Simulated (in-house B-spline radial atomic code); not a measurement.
**Nb IV (Nb3+): [Kr] 4d2**

All numbers are computed (Dirac-Kohn-Sham LC-wPBE, spherical fractional occupations; Fermi nucleus of rms radius 4.324 fm) with a B-spline radial code for spherical atoms, not measured.

Effective charges: Z_r = [3n² - l(l+1)]/(2<r>) from the radius, Z_e = n√(-2ε) from the energy, and Slater's rules. Values are occupation-weighted means over j. An effective charge above Z reflects the relativistic contraction of the inner shells.

| shell | electrons | ε (eV) | <r> (bohr) | Z_r | Z_e | Slater |
| --- | --- | --- | --- | --- | --- | --- |
| 1s | 2 | -18838 | 0.03609 | 41.56 | 37.21 | 40.70 |
| 2s | 2 | -2667.1 | 0.1577 | 38.05 | 28.00 | 36.85 |
| 2p | 6 | -2386.5 | 0.1376 | 36.34 | 26.49 | 36.85 |
| 3s | 2 | -476.76 | 0.4428 | 30.49 | 17.76 | 29.75 |
| 3p | 6 | -384.77 | 0.4454 | 28.06 | 15.95 | 29.75 |
| 3d | 10 | -233.8 | 0.4329 | 24.25 | 12.44 | 19.85 |
| 4s | 2 | -95.417 | 1.15 | 20.87 | 10.59 | 13.25 |
| 4p | 6 | -70.284 | 1.271 | 18.09 | 9.09 | 13.25 |
| 4d | 2 | -27.959 | 1.737 | 12.09 | 5.73 | 4.65 |

The least bound orbital is 4d5/2 at -27.87 eV, and it is also the most diffuse (<r> = 1.742 bohr).

Spin-orbit splittings of the orbital energies (j = l + 1/2 above j = l - 1/2 when positive): 2p 95.76 eV, 3p 15.51 eV, 3d 2.889 eV, 4p 2.224 eV, 4d 0.2125 eV.

For the 1s electron the small component carries 2.23 % of the norm, the zero-frequency Breit interaction raises the level by 35.84 eV, self-energy by 19.51 eV, and vacuum polarisation lowers it by 2.216 eV.

The density falls to 0.001 bohr⁻³ at 3.329 bohr; Σ<r²> = 25.471 bohr² gives, by the non-relativistic formula and without the paramagnetism of open shells, a Langevin diamagnetic susceptibility of -20.17×10⁻⁶ cm³/mol.

Caution: exact exchange at fractional occupations of open shells leaves self-interaction of up to several eV.
